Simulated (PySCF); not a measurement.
HIOPb, neutral, multiplicity 1. Atoms are numbered in the order given.

```xyz
4

Pb     0.2430     1.0123     0.0000
I     -0.0621    -1.8322     0.0000
O     -1.8292     1.4601     0.0000
H     -2.0040     2.4141     0.0000
```
Charge 0, spin multiplicity 1.

Geometry optimised at B3LYP-D3(BJ)/def2-SVP. The def2 effective core potentials stand for the cores of I, Pb; spin–orbit coupling is left out. One conformer was computed; it need not be the lowest.

Calculation: PBE0/def2-TZVPD (PySCF).

Symmetry labels are those of the subgroup Cs that the program uses (full group Cs).

Task: List the valence orbital energies around the gap with their symmetry. (An estimate is asked for; the answer gives what the named calculation found.)

Result: 
```
orbital  symmetry  energy (eV)
-------  --------  -----------
HOMO−7         A'       -18.55
HOMO−6         A'       -14.58
HOMO−5         A'       -11.89
HOMO−4         A'        -9.02
HOMO−3         A"        -8.67
HOMO−2         A'        -7.55
HOMO−1         A"        -7.31
HOMO           A'        -7.13
LUMO           A"        -2.84
LUMO+1         A'        -1.40
LUMO+2         A'        -0.86
LUMO+3         A'         0.12
```
